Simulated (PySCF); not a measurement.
Isomers of C5H10F3PSi, one GFN2-xTB conformer each. Single-point energies are computed at PBE0/pcSseg-1 (PySCF, gas phase, no added dispersion term), electronic only.

```json
{"SMILES": "C=C(C)P([SiH3])CC(F)(F)F", "GFN2-xTB relative energy (kcal/mol)": "0.0"}
{"SMILES": "C/C([SiH3])=P\\CCC(F)(F)F", "GFN2-xTB relative energy (kcal/mol)": "8.0"}
{"SMILES": "C[Si](C)(C)/C=P\\C(F)(F)F", "GFN2-xTB relative energy (kcal/mol)": "27.8"}
```

Conformers: `[CH2:1]=[C:2]([CH3:3])[P:4]([SiH3:5])[CH2:6][C:7]([F:8])([F:9])[F:10]` with C1–C2–P4–Si5 97°, C2–P4–C6–C7 -172°; `[CH3:1]/[C:2]([SiH3:3])=[P:4]\[CH2:5][CH2:6][C:7]([F:8])([F:9])[F:10]` with C2–P4–C5–C6 -179°, P4–C5–C6–C7 180°.

**Question.** What does PBE0/pcSseg-1 give for the same structures?

**Answer.** 
```csv
SMILES,PBE0/pcSseg-1 E (Eh),PBE0/pcSseg-1 (kcal/mol),GFN2-xTB (kcal/mol),point group
C[Si](C)(C)/C=P\C(F)(F)F,-1126.09695,0.0,27.8,C1
C=C(C)P([SiH3])CC(F)(F)F,-1126.07527,13.6,0.0,C1
C/C([SiH3])=P\CCC(F)(F)F,-1126.07243,15.4,8.0,near Cs
```

GFN2-xTB puts C=C(C)P([SiH3])CC(F)(F)F lowest instead; measured from each level's own lowest isomer, the values differ by up to 27.8 kcal/mol (C[Si](C)(C)/C=P\C(F)(F)F: 27.8 against 0.0). Neighbours under 2.5 kcal/mol apart (C=C(C)P([SiH3])CC(F)(F)F and C/C([SiH3])=P\CCC(F)(F)F) can change places with a better method, another conformer or zero-point energy.

**Question.** Which frontier levels, dipoles and rotational constants go with these structures?

**Answer.** 
```
                  SMILES  HOMO (eV, PBE0/pcSseg-1)  LUMO (eV)  dipole (D)       A, B, C (MHz)
C[Si](C)(C)/C=P\C(F)(F)F                     -7.97      -2.41        2.44  1556, 616.6, 569.5
C=C(C)P([SiH3])CC(F)(F)F                     -6.87      -0.52        2.94  1518, 594.5, 510.6
C/C([SiH3])=P\CCC(F)(F)F                     -7.33      -1.92        1.77  2760, 322.1, 306.4
```

**Question.** As an exercise, what shares would exp(−E/RT) give at 2000 K from these electronic energies alone (no entropy, no degeneracies)?

**Answer.** RT = 3.974 kcal/mol: C[Si](C)(C)/C=P\C(F)(F)F 94.9 %, C=C(C)P([SiH3])CC(F)(F)F 3.1 %, C/C([SiH3])=P\CCC(F)(F)F 2.0 %.
